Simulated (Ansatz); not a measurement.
Zn6H18S6⁻. Charge -1, multiplicity 2. Geometry PBE-D4/def2-SVP, that of the neutral singlet; atoms count from 1.

```xyz
30

S    -2.8054    0.8699   -1.3636
Zn   -0.8379    1.9426   -2.1529
Zn   -0.2530    1.9314    2.2738
S     0.7110    2.0728    0.1031
S     0.0008    0.0028   -3.2381
Zn    2.8213    0.9803    0.2225
Zn   -2.8487   -0.9897    0.1144
S    -0.9345   -0.3263    1.9586
S    -1.6607   -2.4214   -1.3633
Zn    0.5468   -2.0399   -2.1546
Zn    1.0020   -1.6723    2.2738
S     1.8440   -1.1856    0.1023
H    -2.2943    2.4116    1.0856
H    -3.4411    1.8470   -0.6636
H    -0.6227    3.4478   -2.5257
H    -2.3030    2.8903    1.6968
H    -0.2206    2.8645    3.5087
H     1.1012    3.3768    0.0839
H     1.1891    0.4159   -3.7538
H     2.5928    0.9007   -2.1765
H     3.3172    1.1524   -2.0553
H     4.2559    1.4792    0.5217
H    -3.9213   -1.3615    1.1924
H    -1.5967   -0.5564    3.1255
H    -1.5502   -3.5808   -0.6618
H    -0.2994   -3.3180    1.0876
H     1.6497   -3.0855   -2.5302
H     1.6074   -2.3830    3.5087
H    -0.0089   -3.6991    1.6984
H     2.9591   -1.9662    0.0816
```

Single mean-field runs in def2-TZVP are fitted with def2-universal-jkfit. The highest occupied level of the charge -1 doublet lies above zero (up to 0.63 eV). By energy differences its removal costs 0.58 eV (vertical, to the charge 0 singlet, at PBE0-D4/def2-TZVP); self-interaction error and the lack of diffuse functions both raise the level. In the doublet geometry the species has come apart into loosely held pieces.

Q: Estimate the Mulliken populations of the heavy atoms from the PBE0/def2-TZVP orbitals of Ansatz.

A: 
```
atom  charge (e)  spin (α − β)  d electrons
  S1       -0.40          0.00            –
 Zn2        0.22          0.02        10.06
 Zn3        0.07          0.31        10.04
  S4       -0.36         -0.01            –
  S5       -0.40          0.00            –
 Zn6        0.07          0.31        10.04
 Zn7        0.22          0.02        10.06
  S8       -0.36         -0.01            –
  S9       -0.40          0.00            –
Zn10        0.22          0.02        10.06
Zn11        0.07          0.31        10.04
 S12       -0.36         -0.01            –
```
Mulliken values and Mayer orders depend strongly on the basis.

Q: Where does the spin sit?

A: Summed by element: S -0.02, Zn 0.99, H 0.03, of 1 unpaired in all. Largest on single atoms: Zn6 0.31, Zn11 0.31, Zn3 0.31.

Q: And the Mayer bond orders between bonded heavy atoms (over 0.3)?

A: S1–Zn2 0.60 (2.38 Å); S1–Zn7 0.60 (2.38 Å); Zn2–S5 0.61 (2.38 Å); Zn3–S4 0.57 (2.38 Å); Zn3–S8 0.57 (2.38 Å); S4–Zn6 0.57 (2.38 Å); S5–Zn10 0.60 (2.38 Å); Zn6–S12 0.57 (2.38 Å); Zn7–S9 0.61 (2.38 Å); S8–Zn11 0.57 (2.38 Å); S9–Zn10 0.61 (2.38 Å); Zn11–S12 0.57 (2.38 Å).
